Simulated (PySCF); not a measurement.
**Ionisation energy of Ho⁶⁰⁺ by level of theory**

Ho⁶⁰⁺ [He] 2s2 2p3 [2p1/2^2 2p3/2^1, M_J = 3/2] → Ho⁶¹⁺ [He] 2s2 2p2 [2p1/2^2, M_J = 0], as a difference of total energies. Calculation: PySCF 2.14, in an uncontracted even-tempered set (17 s from 42 bohr⁻², ratio 2.4; 13 p from 55 bohr⁻², ratio 2.4; 5 d from 180 bohr⁻², ratio 2.6; 4 f from 280 bohr⁻², ratio 2.6); the two-component X2C-1e Hamiltonian. Correlated levels: nothing frozen; the 30 highest virtual spinors dropped. "Screened" scales the spin-orbit matrix elements by Boettger's factors to mimic the two-electron term; Breit and QED terms are absent.

| method | ionisation energy (eV) |
| --- | --- |
| GHF (spin-free) | 13745.2 |
| GMP2 (spin-free) | 13745.2 |
| GHF (screened spin-orbit) | 13428.3 |
| GMP2 (screened spin-orbit) | 13428.3 |

For this ion Breit and QED terms and the two-electron picture change, all absent here, outweigh the correlation shift from GHF to GMP2.

The spin-free rows relax to the high-spin LS determinant and lack the spin-orbit shift.

The labels give the starting determinants; with spin-orbit coupling the two ends relaxed to ⟨J²⟩ = 3.75, ⟨L²⟩ = 2.57, ⟨S²⟩ = 1.47 and ⟨J²⟩ = 0.00, ⟨L²⟩ = 1.33, ⟨S²⟩ = 1.33.

For comparison: 13417 ± 10 eV (theoretical estimate listed by NIST; NIST Atomic Spectra Database, ionization energies).
